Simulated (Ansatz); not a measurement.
`C[Si](C)(F)BF` and `C[Si](C)(F)I` differ in one atom or group.

Ansatz, PBE0-D4/def2-TZVP geometries, multiplicity 1. Each molecule was computed in one conformer, which needn't be the lowest.

Elements past krypton have def2 core potentials.

```tsv
property	`C[Si](C)(F)BF`
size of the dipole moment (PBE/def2-TZVPP) / D	1.34
HOMO–LUMO gap (PBE/def2-TZVPP) / eV	3.71
HOMO–LUMO gap (B3LYP/def2-TZVPP) / eV	5.63
HOMO–LUMO gap (PBE0/def2-TZVPP) / eV	6.03
LUMO energy (B3LYP/def2-TZVPP) / eV	-1.88
size of the dipole moment (ωB97M-V/def2-TZVPP) / D	1.26
```

(1) Give the same properties after the change, and the shifts. (Estimate.)

Results:

(1) The calculation gave: 
| property | `C[Si](C)(F)I` | shift |
| --- | --- | --- |
| size of the dipole moment (PBE/def2-TZVPP) / D | 2.39 | 1.05 |
| HOMO–LUMO gap (PBE/def2-TZVPP) / eV | 5.70 | 1.99 |
| HOMO–LUMO gap (B3LYP/def2-TZVPP) / eV | 7.24 | 1.61 |
| HOMO–LUMO gap (PBE0/def2-TZVPP) / eV | 7.73 | 1.70 |
| LUMO energy (B3LYP/def2-TZVPP) / eV | -0.09 | 1.79 |
| size of the dipole moment (ωB97M-V/def2-TZVPP) / D | 2.48 | 1.22 |

With PBE0 the HOMO rises by 0.11 eV and the LUMO rises by 1.81 eV, so the gap widens by about 1.70 eV. PBE moves the HOMO by -0.09 eV and ωB97M-V by 0.15 eV. Dipoles are sizes alone; their direction can turn.

B3LYP here is the variant with VWN-RPA as its local correlation; programs differ in this.

Spin–orbit coupling is left out; it splits and shifts lone-pair levels of the heavy atoms by tenths of an eV.
